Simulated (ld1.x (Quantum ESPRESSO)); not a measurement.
**Configuration tests for F (Z = 9) (PAW)**

ld1.x (Quantum ESPRESSO) 7.5 input, shortened:

```
&input
   title='F', zed=9., rel=1, dft='PZ', iswitch=3,
   config='[He] 2s2 2p4'
 /
 &inputp
   pseudotype=3, lpaw=.true., tm=.true., lloc=-1, rcloc=0.50,
   nlcc=.true.,
   which_augfun='BESSEL', rmatch_augfun=0.45
 /
4
2S  1  0   2.00   0.00  0.50  0.65  0.0
2S  1  0   0.00  -2.75  0.50  0.65  0.0
2P  2  1   4.00   0.00  1.55  1.70  0.0
2P  2  1   0.00  -1.70  1.55  1.70  0.0
 &test
   configts(1)='2s2 2p4'
 /
```

Energies are relative to the spin-unpolarised reference configuration 2s2 2p4; without spin polarisation the order of configurations can differ from experiment. Spin-polarised rows fill each open shell by Hund’s rule, majority spin first.

Question: Give the all-electron excitation energy and the error of the potential for: 2s2 2p5; 2s2 2p3; 2s2 2p2; 2s1 2p5; 2s2 2p5.3; 2s2 2p1; 2s2 2p4.5; 2s2 2p4 (spin-polarised); 2s2 2p5 (spin-polarised).

Answer:

```csv
valence configuration,charge,ΔE all-electron (eV),error AE − PS (meV)
2s2 2p5,0,-19.555,+100
2s2 2p3,+2,38.512,+189
2s2 2p2,+3,99.244,+847
2s1 2p5,+1,18.655,+348
2s2 2p5.3,-0.3,-22.281,+145
2s2 2p1,+4,185.111,+1797
2s2 2p4.5,+0.5,-11.925,+31
2s2 2p4 (spin-polarised),+1,-1.833,+132
2s2 2p5 (spin-polarised),0,-19.934,+128
```

Levels in the configuration 2s2 2p4 (spin-polarised):

| level | all-electron (eV) | pseudo (eV) |
| --- | --- | --- |
| 2s up | -48.524 | -48.443 |
| 2p up | -29.946 | -30.059 |
| 2s down | -44.913 | -45.049 |
| 2p down | -26.259 | -26.101 |
